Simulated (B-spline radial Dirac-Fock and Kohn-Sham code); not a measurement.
Auger decay of the L1 hole in Nd

System: the free neodymium atom, [Xe] 4f3 6s2 6p1 (not the ground configuration).

Method: a relativistic independent-particle model: LDA orbitals of the hole state, radiative multipoles to third order, Auger rates from the Coulomb interaction with a continuum orbital, Dirac-Fock energies. Computed with a radial atomic solver. Kinetic energies are configuration averages from the vacuum level; the two-hole energies are estimated from single-hole states.

```csv
transition,kinetic energy (eV),width (meV),share (%)
L1-L2N1,39.21,222,5.6
L1-L2N2,107.7,152,3.9
L1-L2N3,130.6,190,4.8
L1-L2N4,245.7,55.7,1.4
L1-L2N5,249.4,87.6,2.2
L1-L2N7,376.6,39.2,1.0
L1-L3N1,553.1,261,6.6
L1-L3N2,620.6,115,2.9
L1-L3N3,644.9,199,5.1
L1-L3N4,758.9,272,6.9
L1-L3N5,763.6,348,8.8
L1-L3O1,854.3,45.9,1.2
L1-L3N6,889.8,45.2,1.1
L1-L3N7,890.2,57.9,1.5
L1-M1M1,3903.7,49.6,1.3
L1-M1M2,4087.0,100,2.5
L1-M1M3,4192.8,181,4.6
L1-M1M4,4484.2,147,3.7
L1-M1M5,4506.5,204,5.2
L1-M2M5,4678.0,58.2,1.5
L1-M4M5,5079.0,298,7.6
L1-M5M5,5102.4,82.4,2.1
L1-M1N3,5275.3,39.1,1.0
L1-M4N5,5972.0,39.1,1.0
```

Coster-Kronig rates are the weakest part of this model and often come out 1.5 to 2.5 times too large. The listed channels hold 84 % of the non-radiative rate. Summed by principal shells, of 3.93 eV in all: LLN 52.7 %, LMM 30.5 %, LMN 9.9 %, LLO 4.6 %, LMO 0.9 %, LNN 0.8 %.
